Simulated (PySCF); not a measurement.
## As2H2: from structure and modes to constants

Method: PBE0 in PySCF with As def2-TZVP, H def2-TZVP; no relativity; density-fitted integrals.

The singlet minimum has C2h symmetry. Masses (u): As 74.92160, H 1.00782.

```xyz
4
charge 0 multiplicity 1, angstrom
As    1.0503   -0.3800    0.0000
As   -1.0503    0.3800    0.0000
H    -0.5911    1.8394    0.0000
H     0.5911   -1.8394    0.0000
```

Harmonic wavenumbers (cm⁻¹): 366.0 (ag, ×1), 586.0 (bu, ×1), 682.4 (au, ×1), 839.4 (ag, ×1), 2170.4 (ag, ×1), 2186.3 (bu, ×1).

Question: Find the principal moments of inertia and the rotational constants. What kind of rotor is it?

Answer: About the centre of mass I = 4.6384, 189.81, 194.45 u Å². With B = 16.8576/I this gives 3.634, 0.08881, 0.08669 cm⁻¹. The molecule is an asymmetric top with κ = -1.00.

Question: Give the standard entropy (298.15 K, 1 bar) by its translational, rotational, vibrational and spin parts, and Cp.

Answer: Sackur–Tetrode with M = 151.86 u gives 171.5; rotation with symmetry number 2 gives 92.9; vibration 8.7; spin R ln 1 = 0.0. The total is 273.0 J/(mol K), and Cp = 4 R + 17.0 = 50.3 J/(mol K).

Other isomers or separated fragments may lie lower.
